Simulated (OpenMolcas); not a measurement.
# Ni+: effect of the active space

```
Program             : OpenMolcas
Method              : MS-CASPT2 or its RAS form, IPEA 0.25 Eh, imaginary shift 0.1 Eh
Basis               : ANO-RCC-VDZP
Scalar Hamiltonian  : DKH2, point nucleus
Spin-orbit coupling : RASSI with atomic mean-field integrals over the reference wave functions, term energies averaged over their components
```

A. 9 electrons in 6 orbitals (3d 4s); 2S+1 = 2 even, 29 roots; 2S+1 = 4 even, 10 roots kept (CI in the orbitals of an earlier block); closed shells correlated: 3s 3p; CASPT2 step of the order of 6 core-seconds
B. 9 electrons in 9 orbitals (RAS2 3d 4s; RAS3 4p, at most 2 electrons); 2S+1 = 2 even, 29 roots; 2S+1 = 4 even, 10 roots kept (CI in the orbitals of an earlier block); 2S+1 = 2 odd, 21 roots; 2S+1 = 4 odd, 21 roots kept (CI in the orbitals of an earlier block); closed shells correlated: 3s 3p; CASPT2 step roughly 90 core-seconds

Energies in cm⁻¹ above 3d⁹ ²D_5/2, the measured ground level; measured values from NIST Handbook of Basic Atomic Spectroscopic Data.

```csv
Level,A,B,Measured
3d⁹ ²D_5/2,0.0,0.0,0.0
3d⁹ ²D_3/2,1624,1629,1507
3d⁸ 4s ⁴F_9/2,12880,13840,8394
3d⁸ 4s ⁴F_7/2,13820,14770,9330
3d⁸ 4s ⁴F_5/2,14600,15560,10116
3d⁸ 4s ⁴F_3/2,15150,16110,10664
3d⁸ 4s ²F_7/2,18610,19170,13550
3d⁸ 4s ²F_5/2,20070,20640,14996
3d⁸ 4s ²D_5/2 [60 %],28260,29060,
3d⁸ 4s ²D_3/2,28590,29420,23796
3d⁸ 4s ⁴P_5/2 [74 %],30510,31230,
3d⁸ 4s ⁴P_3/2,30620,31320,24788
3d⁸ 4s ⁴P_1/2,30870,31560,24836
3d⁸ 4s ²P_3/2,35380,36200,29071
3d⁸ 4s ²P_1/2,35930,36750,29593
3d⁸ 4s ²G_9/2,38440,39020,32500
3d⁸ 4s ²G_7/2,38450,39020,32524
```

Deviations, from unrounded energies. A percentage is the sum of absolute deviations over the sum of measured energies, with the sign that they share, or ± where signs differ.

```tsv
Against measurement	Levels	A	B
mean absolute deviation (cm-1)	14	5000	5700
fine structure of the ground term (%)	1	+7.8	+8.1
other configurations (%)	13	+26.2	+30.0
```

A lies closest to measurement on these levels. The largest miss of A in the table is 3d⁸ 4s ²P_1/2, by +6300 cm-1. The ranking rests on the paired levels alone, and a cruder setting can come out closer through cancelling errors.

Between A and B the level of the table that moves most is 3d⁸ 4s ⁴F_3/2, by 960 cm-1 (lowest in A, highest in B). Moves below CASPT2's spread within the term are not significant.

CASPT2 does not keep the components of a term degenerate, so their means are used; among the terms shown or strongly mixed into the levels shown the widest spread is 1400 cm-1 (3d⁸ 4s ²F, B). Some levels mix across a computed gap that differs much from the measured one, so their mixing is not that of the real levels. Terms from blocks run as CI alone lack orbitals of their own. A single d shell beside an s shell can misplace configurations of different d count against each other. Measured partners are found by configuration, term and J. A level has none where our copy of the source lacks it or the pairing is in doubt (some pairs that miss far off the trend of their configuration count as doubtful), and it then counts in no deviation. Only configurations of the active space appear. The table leaves out levels that lie high or whose names do not pair safely across all columns.

A share in square brackets marks a mixed level and gives the weight of the term that names it, the lowest over the columns.
